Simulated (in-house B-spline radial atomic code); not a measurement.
How numerical settings move a run on Se3+, [Ar] 3d10 4s2 4p1. Computed with a B-spline radial code for spherical atoms: non-relativistic CAM-B3LYP, spherical fractional occupations, point nucleus.

Command:
```bash
python run_scf.py task.json out
```
Settings of the sound reference run:
```
Z                34
electrons        31
configuration    [Ar] 3d10 4s2 4p1
hamiltonian      nr
method           camb3lyp
spin_polarised   False
knot_spacing     0.22
spline_order     8
gauss_points     12
box_radius       16.22
max_iterations   70
damping          0.5
damped_steps     3
diis_vectors     10
tolerance        1e-08
start            Thomas-Fermi
```

Cost of the run: 0.5 s on 1 thread of Arm Neoverse N1 (shared host).

It converges in 9 iterations to -2399.271194 hartree, with 4p at -34.7265 eV. The other runs change the listed settings, some to values that make no sense; their results aren't properties of the atom or ion. Radii are in bohr (the nuclear one in fm), a minus after a letter asks for a j subshell, and «unchanged» means within 1e-8 hartree. The run stops when the residual is below 10 × tolerance × max(1, Z/10), or a noise floor if that is larger, and the energy moves by less than 1e-8 × √|E| hartree; so very loose and very tight tolerances often act alike.

| changed settings | outcome |
| --- | --- |
| diis_vectors = 1 | not converged after 70 iterations, last residual 4.4e-05, last energy +3.35e-08 hartree from the reference |
| diis_vectors = 2 | converged in 9 iterations, energy unchanged, 4p level +2.9e-06 eV |
| electrons = 37, configuration = [Ar] 3d10 4s2 4p7, max_iterations = 60 | stopped with error: shell 4p holds at most 6 electrons |
| diis_vectors = 20 | converged in 9 iterations, energy unchanged |
| electrons = 32, configuration = [Ar] 3d10 4s2 4p1 5p-1, max_iterations = 100 | stopped with error: j subshells need the Dirac Hamiltonian and l > 0 |
| diis_vectors = 0 | converged in 17 iterations, energy unchanged, 4p level -5.9e-07 eV |
| gauss_points = 4 | converged in 9 iterations, energy -5.46e-07 hartree from the reference |
| gauss_points = 4, box_radius = 0.65, max_iterations = 100, damping = 0.2, damped_steps = 30 | converged in 9 iterations, energy +4.23e+02 hartree from the reference, 4p level +2.1e+03 eV (the program warns: 4p has a positive eigenvalue: unbound, held by the box; 3s has a positive eigenvalue: unbound, held by the box) |
| hamiltonian = dirac, method = hf, spin_polarised = True, nucleus = fermi, rms_radius = 4.14, mass_number = 80, atomic_mass = 79.91652, speed_of_light = 137.036 | stopped with error: spin polarisation is not served with the Dirac Hamiltonian |
| max_iterations = 2 | not converged after 2 iterations, last residual 2.7e-01, last energy +1.27e+00 hartree from the reference |
| gauss_points = 3, max_iterations = 50, tolerance = 1e-10 | converged in 9 iterations, energy -4.78e+05 hartree from the reference, 4p level +5.6e+00 eV |
| spline_order = 7, max_iterations = 8, damping = 0.95, damped_steps = 8 | not converged after 8 iterations, last residual 1.5e-01, last energy +4.07e-01 hartree from the reference |

(1) What happens with box_radius = 3.24, first_knot = 2.94e-05, max_iterations = 2?

(2) What happens with max_iterations = 3?

(3) What happens with diis_vectors = 4?

(4) What happens with knot_spacing = 2, gauss_points = 4, max_iterations = 50, damping = 0.95, tolerance = 1e-13?

Answers

(1) Not converged after 2 iterations, last residual 2.5e-01, last energy +1.35e+00 hartree from the reference.

(2) Not converged after 3 iterations, last residual 1.6e-02, last energy +5.35e-03 hartree from the reference.

(3) Converged in 9 iterations, energy unchanged, 4p level +1.7e-06 eV.

(4) Converged in 16 iterations, energy +1.54e+02 hartree from the reference, 4p level -2.0e+00 eV (the program warns: 1s reaches the box edge; 2s reaches the box edge).
